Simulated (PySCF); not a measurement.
NICS in rings of unrelated molecules.

Definitions: NICS(0) = −σiso at the ring centroid; NICS(1) = −σiso and NICS(1)zz = −σzz at ±1 Å along the ring normal z. Level: GIAO PBE0/pcSseg-1 (PySCF, non-relativistic, gas phase) on the GFN2-xTB geometries, one conformer each. Atom numbers follow the mapped SMILES.

Problem. Order these rings by mean NICS(1)zz, lowest (most negative) first (ppm).
A. ring C2–C3–Si7–Si8 in `[CH3:1][C:2]1=[C:3]([CH2:4][CH2:5][OH:6])[SiH2:7][SiH2:8]1`
B. ring C1–C2–C3–C4–N9–C10 in `[cH:1]1[cH:2][cH:3][c:4]([CH:5]2[CH2:6][CH2:7][CH2:8]2)[n:9][cH:10]1`
C. ring C5–C6–C7 in `[CH:1]#[C:2][CH2:3][S:4][c:5]1[cH:6][c+:7]1[O:8][CH3:9]` (charge +1)
D. ring C4–O5–C6–C7–S9 in `[CH:1]#[C:2][CH2:3][c+:4]1[o:5][cH:6][c:7]([CH3:8])[s:9]1` (charge +1)
E. ring P3–C4–C5–C7–C10 in `[CH:1]#[C:2][P@@H+:3]1[CH2:4][C:5]([SiH3:6])=[C:7]([O:8][CH3:9])[CH2:10]1` (charge +1)
F. ring C7–C8–C9 in `[N:1]#[C:2][CH2:3][SiH2:4][CH2:5][SiH2:6][CH:7]1[CH2:8][CH2:9]1`

Solution. B (-27.2), F (-23.6), D (-22.1), C (-16.2), E (-2.1), A (4.4).

| SMILES | ring | NICS(0) | NICS(1) | NICS(1)zz | HOMA | rms pucker (Å) | ring atoms with four or more neighbours |
| --- | --- | --- | --- | --- | --- | --- | --- |
| c1ccc(C2CCC2)nc1 | 6-membered ring with N; formal bonds all aromatic | -7.0 | -11.1 | -27.2 | 0.99 | 0.00 | 0 |
| N#CC[SiH2]C[SiH2]C1CC1 | 3-membered carbocycle; formal bonds all single | -45.1 | -8.6 | -23.6 | – | 0.00 | 3 |
| C#CC[c+]1occ(C)s1 | 5-membered ring with O and S; formal bonds all aromatic | -11.2 | -10.1 | -22.1 | 0.62 | 0.00 | 0 |
| C#CCSc1c[c+]1OC | 3-membered carbocycle; bonds drawn aromatic by RDKit's count | -27.4 | -11.0 | -16.2 | 0.84 | 0.00 | 0 |
| C#C[P@@H+]1CC([SiH3])=C(OC)C1 | 5-membered ring with P; formal bonds 1 double, 4 single | -4.6 | -4.1 | -2.1 | – | 0.11 | 3 |
| CC1=C(CCO)[SiH2][SiH2]1 | 4-membered ring with 2 Si; formal bonds 1 double, 3 single | 0.4 | -3.0 | 4.4 | – | 0.00 | 2 |

NICS(0) gives another order. The isotropic NICS(1) gives another order. HOMA uses Krygowski's 1993 parameters; it is left out where a ring has a four-coordinate atom, a triple bond, no multiple bond or a kind of bond without parameters. NICS(1) and NICS(1)zz are means over the two faces.
